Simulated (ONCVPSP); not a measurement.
Pm (Z = 61): variants of one ONCV potential

Base potential:

```
Element                 : Pm
Generator               : ONCVPSP 4.0.1
Type                    : optimised norm-conserving Vanderbilt (ONCV)
Functional              : BLYP
Relativity              : scalar-relativistic
Frozen core             : [Xe]
Valence charge          : 7
Reference configuration : 4f5 6s1.5 6p0.5
Partial waves           : 6s: rc 3.00 bohr, ncon 4, nbas 8, qcut 2.4 1/bohr, 3 projectors, debl 2.2 Ha; 6p: rc 3.40 bohr, ncon 4, nbas 7, qcut 2.5 1/bohr, 2 projectors, debl 3.8 Ha; d scattering state at 0.37 Ha: rc 3.40 bohr, ncon 4, nbas 7, qcut 2.7 1/bohr, 2 projectors, debl 3.2 Ha; 4f: rc 1.65 bohr, ncon 4, nbas 9, qcut 12.2 1/bohr, 3 projectors, debl 1.4 Ha
Local potential         : polynomial inside 1.25 bohr (lpopt 3, dvloc0 -1 Ha)
Core correction         : polynomial model core, fcfact 0.4
```

In the d channel the program set the typed energies aside and used -0.079, 3.121 Ha.

Cutoffs, loose and tight: the cutoffs (Ha) at which the residual kinetic energy of the hardest occupied pseudo-wave falls to 1 and 0.1 mHa per electron. They do not see the model core or the augmentation charge, which bear on the density cutoff. Test errors are all-electron minus pseudo excitation energies from the reference, over the configurations 4f5 6s2 6p0; 4f5 6s1 6p0; 4f5 6s0 6p0; 4f5 6s0 6p2. A dash means not determined; rows that change the core or the reference have their own tests.

A true bound ghost makes a file unfit for plane-wave use even where its test errors are small: the radial tests pick states by their node count and pass the ghost by.

```tsv
change	outcome	cutoff, loose	cutoff, tight	bound ghosts	GHOST(+) flags above zero	largest test error (meV)
base	generated, projector energies reset by the program	53 Ha	60 Ha	s, p, d	s, p, d	tests left out (the all-electron energies of this program are off by 10 to 40 meV for near-neutral 4f atoms)
reference 4f5 6s2; wave 6p: rc 3.40 bohr, ncon 4, nbas 7, qcut 2.5 1/bohr, 2 projectors, debl 3.8 Ha becomes p scattering state at 0.13 Ha: rc 3.40 bohr, ncon 4, nbas 7, qcut 2.5 1/bohr, 2 projectors, debl 3.8 Ha	failed: ERROR pspot: first pseudo wave function has node, program will stop	–	–	–	–	–
s: qcut 3; p: qcut 3.1; d: qcut 3.4; f: qcut 15.2	failed: ERROR pspot: first pseudo wave function has node, program will stop	–	–	–	–	–
core correction none	generated, projector energies reset by the program	53 Ha	60 Ha	s, p, d	s, p, d	tests left out (the all-electron energies of this program are off by 10 to 40 meV for near-neutral 4f atoms)
core correction polynomial model core, fcfact 1.2	generated, projector energies reset by the program	53 Ha	60 Ha	s, p, d	s, p, d	tests left out (the all-electron energies of this program are off by 10 to 40 meV for near-neutral 4f atoms)
```

Task: What comes out with this change to the base: d: nproj 1?

Result: outcome: generated, projector energies reset by the program; cutoff, loose: 53 Ha; cutoff, tight: 60 Ha; bound ghosts: s, p; GHOST(+) flags above zero: s, p, d; largest test error (meV): tests left out (the all-electron energies of this program are off by 10 to 40 meV for near-neutral 4f atoms).

Task: What comes out with this change to the base: local potential polynomial inside 1.40 bohr (lpopt 5, dvloc0 1 Ha)?

Result: outcome: generated, projector energies reset by the program; cutoff, loose: 53 Ha; cutoff, tight: 60 Ha; bound ghosts: d; GHOST(+) flags above zero: s, p, d; largest test error (meV): tests left out (the all-electron energies of this program are off by 10 to 40 meV for near-neutral 4f atoms).
